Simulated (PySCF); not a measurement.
## How methods differ on the ionisation energy of Ir⁺

Ir⁺ [Xe] 4f14 5d7 6s1 (5F) → Ir²⁺ [Xe] 4f14 5d7 (4F), as a difference of total energies. Calculation: PySCF 2.14, in ANO-RCC-VTZP; the spin-free X2C one-electron Hamiltonian (Gaussian nucleus). Correlated levels: valence and next inner shell: [Kr] 4d10 4f14 frozen. The calculations carry no spin-orbit coupling.

```tsv
method	ionisation energy (eV)
UHF	16.345
MP2 (valence and next inner shell)	17.649
SCS-MP2 (valence and next inner shell)	17.307
CCSD (valence and next inner shell)	17.420
CCSD(T) (valence and next inner shell)	17.478
```

Problem. How much does correlation contribute at CCSD(T) (valence and next inner shell)?

Solution. 17.478 − (16.345) = 1.133 eV, measured against UHF.

A first-order spin-orbit estimate (lowest level to lowest level, LS coupling) adds -0.036 eV.

Errors of the correlated levels include the incompleteness of this basis and the frozen core.

For comparison: 17 ± 0.3 eV (semi-empirical (NIST evaluation); NIST Atomic Spectra Database, ionization energies).
